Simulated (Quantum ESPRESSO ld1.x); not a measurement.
Values are calculated unless marked as measured or tabulated.
Task: The table gives one normalised radial function P(r) = r R(r) of Ge+ in [Ar] 3d10 4s2 4p1 (r in bohr). Level of theory: scalar-relativistic Kohn-Sham, LDA (Slater exchange, Perdew-Zunger correlation), spin-polarised, spherical densities, point nucleus; open shells are filled with parallel spins first (ld1.x of Quantum ESPRESSO 7.5).

r	P
0.003811	0.0471
0.005918	0.0672
0.009263	0.0925
0.01438	0.1176
0.02251	0.1316
0.03495	0.1113
0.05427	0.0307
0.08495	-0.1119
0.1319	-0.2218
0.2064	-0.1252
0.3205	0.1971
0.5017	0.3577
0.779	-0.0177
1.21	-0.5982
1.893	-0.7674
2.94	-0.4396
4.601	-0.1012
7.144	-0.0070
11.18	-0.0001
17.36	0.0000

Which n and l does it have? It may be an empty orbital.

Result: n = 4, l = 0: the number of nodes gives n - l - 1 = 3, the rise at small r (about r^(l+1)) gives l, and the extent must fit the shell. The curve is that of 4s up; the table hardly tells the two spins apart. 4s up: eigenvalue -20.465 eV, 3 radial nodes at r = 0.0606, 0.250, 0.769 bohr, <r> = 2.02 bohr, 90 % of the charge inside 3.02 bohr.
